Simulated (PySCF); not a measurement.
Mg(Br)(SeH) (BrHMgSe), SMILES [SeH][Mg][Br].

Coordinates come from a B3LYP-D3(BJ)/def2-TZVP optimisation. One conformer was computed; it need not be the lowest.

All values below come from PBE/def2-TZVPD run with PySCF.

Symmetry labels are those of the subgroup Cs that the program uses (full group Cs).

Question: List the valence orbital energies around the gap with their symmetry. (An estimate is asked for; the answer gives what the named calculation found.)

Answer: 
| orbital | symmetry | energy (eV) |
|---|---|---|
| HOMO−7 | A' | -18.52 |
| HOMO−6 | A' | -17.08 |
| HOMO−5 | A' | -9.55 |
| HOMO−4 | A' | -8.43 |
| HOMO−3 | A' | -7.19 |
| HOMO−2 | A' | -7.11 |
| HOMO−1 | A" | -7.11 |
| HOMO | A" | -6.05 |
| LUMO | A' | -2.44 |
| LUMO+1 | A' | -1.40 |
| LUMO+2 | A" | -1.01 |
| LUMO+3 | A' | -0.78 |
